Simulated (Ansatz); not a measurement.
Reaction (substitution at a C–C bond): `C=C[CH2][GaH][Cl]` + `CC(O)F` → `C=COC(C)F` + `[CH3][GaH][Cl]`

Isolated molecules relaxed with PBE0-D4/def2-TZVP in Ansatz; ΔE leaves out vibrations. CCSD(T)/CBS adds triple-zeta CCSD(T) − MP2 to the extrapolated MP2 energy (def2 sets, frozen cores). DFT in def2-TZVPP. For Ga outer-core shells are correlated without core-valence functions, which leaves a few kJ/mol of doubt a bond. Scalar relativity is left out up to krypton. One conformer a species, not always the lowest.

```
            species  PBE-D4 energy (Eh)
`C=C[CH2][GaH][Cl]`         -2502.43251
           `CC(O)F`          -254.12457
        `C=COC(C)F`          -331.43788
   `[CH3][GaH][Cl]`         -2425.11192
```

(1) Work out ΔE.

Largest T1 diagnostic among the species: 0.012.

Results:

(1) ΔE = (-331.43788) + (-2425.11192) − (-2502.43251) − (-254.12457) = 0.00728 Eh = +19.1 kJ/mol. CCSD(T)/CBS gives +23.4 kJ/mol.

At CCSD(T), def2-SVP lies −9.8 kJ/mol from the extrapolated value and def2-TZVPP −2.3 kJ/mol. Leaving LDA and LC-ωPBE aside and taking each functional with its dispersion term where it has one, the values, not all of them listed here, spread over 9.0 kJ/mol, from CAM-B3LYP-D4 to PBE-QIDH. LDA lies −5.3 kJ/mol from PBE without D4.
